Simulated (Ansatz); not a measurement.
Reaction (cleavage of the Si–Si bond): `F[SiH2][SiH2]Cl` + `OC[SeH]` → `F[SiH2]OC[SeH]` + `[SiH3]Cl`

Gas-phase electronic energies from Ansatz, PBE0-D4/def2-TZVP geometries. CCSD(T)/CBS adds triple-zeta CCSD(T) − MP2 to the extrapolated MP2 energy (def2 sets, frozen cores). This one scheme is used for every species. Functionals use def2-TZVPP. For Se outer-core shells are correlated without core-valence functions, which leaves a few kJ/mol of doubt a bond. Scalar relativity is left out up to krypton. Each species was taken in one conformer, which may not be the lowest.

```json
{"species": "`F[SiH2][SiH2]Cl`", "PBE energy (Eh)": "-1141.02129"}
{"species": "`OC[SeH]`", "PBE energy (Eh)": "-2516.83069"}
{"species": "`F[SiH2]OC[SeH]`", "PBE energy (Eh)": "-2906.67948"}
{"species": "`[SiH3]Cl`", "PBE energy (Eh)": "-751.20853"}
```

Problem. Work out ΔE.

Solution. ΔE = (-2906.67948) + (-751.20853) − (-1141.02129) − (-2516.83069) = -0.03603 Eh = -22.6 kcal/mol. CCSD(T)/CBS gives -29.5 kcal/mol.

Largest T1 diagnostic among the species: 0.011.

In def2-TZVPP, CCSD(T) changes the Hartree–Fock value by +3.1 kcal/mol (the triples alone add +0.4 kcal/mol) and MP2 by +1.2 kcal/mol. From PBE to PBE0 (25 % exact exchange), in def2-TZVPP and without D4, ΔE moves by −2.0 kcal/mol.
